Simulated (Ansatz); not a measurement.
B2F2H6N2 (`F[B@H-]1[NH2+][B@@H-](F)[NH2+]1`) from Hartree–Fock to CCSD(T)

Cartesian coordinates in Å:
```
F 2.031 -0.497 0.677
B 0.743 -0.779 0.280
N -0.322 0.092 1.093
B -0.875 0.611 -0.313
F -0.861 1.985 -0.384
N 0.373 -0.027 -1.080
H 0.437 -1.945 0.246
H -0.968 -0.409 1.685
H 0.115 0.832 1.634
H -1.911 0.071 -0.615
H 1.065 0.669 -1.339
H 0.172 -0.604 -1.884
```

Total charge 0; spin multiplicity 1. The structure was optimised at the PBE0-D4/def2-TZVP level. Frozen core, restricted reference, the Gaussian-basis code of Ansatz. CBS rows extrapolate triple and quadruple zeta; past MP2 they add the triple-zeta difference.

```
     basis     HF (Eh)  MP2 corr.  CCSD corr.       (T)  CCSD(T) total
  def2-SVP  -360.58441   -0.90280    -0.94414  -0.02107     -361.54962
def2-TZVPP  -361.01535   -1.15476    -1.18436  -0.03975     -362.23946
def2-QZVPP  -361.03136   -1.24770           –         –              –
 CBS(def2)  -361.03356   -1.31655    -1.34614     as TZ     -362.41945
```
